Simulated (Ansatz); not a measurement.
TeAs₅⁻. The state is a singlet with charge -1. Geometry r2SCAN-D4/def2-SVPD, basis def2-TZVPD, Ansatz.

Cartesian coordinates in Å:
```
As 1.6907 -0.8488 0.4670
As -0.2903 -0.0130 1.6704
As -1.2838 0.9742 -0.4477
As -0.2859 -2.2685 0.6184
As 0.1138 -0.9047 -1.4253
Te 0.0554 3.0608 -0.8828
```

```
run  HOMO (eV)  LUMO (eV)
  A      -1.33       1.61
  B      -1.45       1.64
  C      -0.67       1.09
  D      -1.14       1.44
  E      -0.52       1.00
```

In the def2 sets Te takes a core potential; there is no spin–orbit coupling. B3LYP takes the VWN-RPA correlation. Another isomer (singlet) lies 0.06 eV lower at PBE-D4/def2-TZVPD; other spin states weren't run for this one.

Task: The runs used B3LYP, PBE, PBE0, r2SCAN, r2SCAN0. Estimate which is which.

Result: A PBE0 (25 % exact exchange); B r2SCAN0 (25 % exact exchange); C r2SCAN (0 % exact exchange); D B3LYP (20 % exact exchange); E PBE (0 % exact exchange). Exact exchange lowers occupied and raises empty levels; among semilocal functionals meta-GGAs tend to open the gap a little, and such runs are hard to tell apart. The gap grows from 1.52 eV (PBE) to 3.10 eV (r2SCAN0).
